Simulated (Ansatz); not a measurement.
Single points on the cluster Al4H4⁻.

```yaml
crystal:
  periodic: [false, false, false]
  atoms:
    - {symbol: Al, position_ang: [-1.592492, 0.808091, 0.198551]}
    - {symbol: Al, position_ang: [0.337953, -1.074578, -0.020336]}
    - {symbol: Al, position_ang: [0.747840, 1.532724, 0.107791]}
    - {symbol: Al, position_ang: [2.868824, -0.239887, -0.175214]}
    - {symbol: H, position_ang: [1.679978, -1.055724, 1.132023]}
    - {symbol: H, position_ang: [-3.198291, 0.985265, -0.021170]}
    - {symbol: H, position_ang: [-0.142613, -2.622908, -0.140430]}
    - {symbol: H, position_ang: [-0.701210, 1.667018, -1.081215]}
basis:
  gaussian: {orbitals: def2-TZVPD, initial_orbitals: start.molden}
total_charge: -1
magnetization: {spin_polarized: true, initial_magnetization: 1}
hamiltonian: {xc: pbe, dispersion: d4}
scf: {omitted_lower_state_checks: [starts]}
output: {forces: true, orbitals: {seedname: orbitals}}
```

The file start.molden holds the orbitals of an earlier run on this structure, at another level or in another basis.

```sh
$ ansatz run in.yaml --threads 4 --pin off --events-out ev --progress --plain --max-ram 4787MiB
```

It prints (some lines left out):

```
Functional definition: PBE
1260 factors; their error is unknown
mean field evaluation 1: about -26438.7789 eV, gradient 8.6e0 eV
mean field evaluation 2: about -26438.8951 eV, gradient 2.1e-1 eV
mean field evaluation 4: about -26438.8925 eV, gradient 4.4e-3 eV
mean field -26438.89252971 eV, -971.6113795419 hartree, gradient 2.0e-5 eV, S^2 0.763887; 0 other end points of the search recorded, 0 dependent functions left out
reference -26438.89258625 eV, -971.6113816196 hartree; 29, 28 occupied and 179, 180 virtual orbitals, 1260 factors
Total energy: -26439.14863649 eV, -971.6207912924 hartree
Atom 0 at    -1.592492     0.808091     0.198551 Å, force    -0.001317     0.011228    -0.008192 eV/Å
Atom 1 at     0.337953    -1.074578    -0.020336 Å, force     0.048919    -0.005345     0.010045 eV/Å
Atom 2 at     0.747840     1.532724     0.107791 Å, force     0.003931     0.002797    -0.017035 eV/Å
Atom 3 at     2.868824    -0.239887    -0.175214 Å, force    -0.047292    -0.015502     0.017089 eV/Å
Atom 4 at     1.679978    -1.055724     1.132023 Å, force    -0.017562     0.009111    -0.039227 eV/Å
Atom 5 at    -3.198291     0.985265    -0.021170 Å, force    -0.002599     0.002686    -0.006940 eV/Å
Atom 6 at    -0.142613    -2.622908    -0.140430 Å, force     0.011348     0.016893     0.005560 eV/Å
Atom 7 at    -0.701210     1.667018    -1.081215 Å, force     0.004571    -0.021869     0.038701 eV/Å
Dipole moment:    -0.241440     0.161323    -0.025570 e Å
Checks for a lower state left out: starts
```

Run time 4.7 s (4 threads of Arm Neoverse V2 on a shared host).

First input, but with `hamiltonian: {xc: {name: PBE-QIDH}}` and without the key `output` (abridged; 8.5 s):

```
Functional definition: PBE-QIDH
mean field -26427.46924954 eV, -971.1915817384 hartree, gradient 2.6e-6 eV, S^2 0.865712
20 core orbitals not correlated: weight in the atoms' cores, before any rotation towards them, 1.000 or more for the frozen orbitals, at most 0.000 for the correlated occupied ones
second order -10.50548848 eV of doubles, -0.00000000 eV of singles
Total energy: -26430.97109659 eV, -971.3202722441 hartree
Checks for a lower state left out: starts
```

As the first input, with `hamiltonian: {xc: pbe0, dispersion: d4}`, `output: {orbitals: {seedname: orbitals}}` (abridged; 7.5 s):

```
Functional definition: PBE0
mean field -26441.19556836 eV, -971.6960146511 hartree, gradient 2.5e-5 eV, S^2 0.782891
Total energy: -26441.41662387 eV, -971.7041382912 hartree
Checks for a lower state left out: starts
```

As the first input, with `hamiltonian: {xc: hse06, dispersion: d4}`, `output: {orbitals: {seedname: orbitals}}` (abridged; 8 s):

```
Functional definition: HSE06
mean field -26440.54649767 eV, -971.6721617434 hartree, gradient 1.2e-5 eV, S^2 0.779879
Total energy: -26440.75919484 eV, -971.6799782201 hartree
Checks for a lower state left out: starts
```

As the first input, with `hamiltonian: {xc: r2scan, dispersion: d4}`, `output: {orbitals: {seedname: orbitals}}` (abridged; 11 s):

```
Functional definition: r2SCAN
mean field -26450.67628462 eV, -972.0444245473 hartree, gradient 3.3e-5 eV, S^2 0.793146
Total energy: -26450.73288332 eV, -972.0465045113 hartree
Checks for a lower state left out: starts
```

Geometry: PBE-D4/def2-SVPD.

HSE06 is defined as in plane-wave codes, on full-range PBE exchange. Correlated methods freeze 20 core orbitals. At PBE-D4/def2-TZVPD the highest occupied level of the charge -1 doublet lies above zero (up to 0.09 eV). The electron is either unbound and held by the finite basis, or the level is raised by self-interaction error. Another isomer (doublet) lies 0.05 eV lower at PBE0-D4/def2-TZVPD; other spin states weren't run for this one.
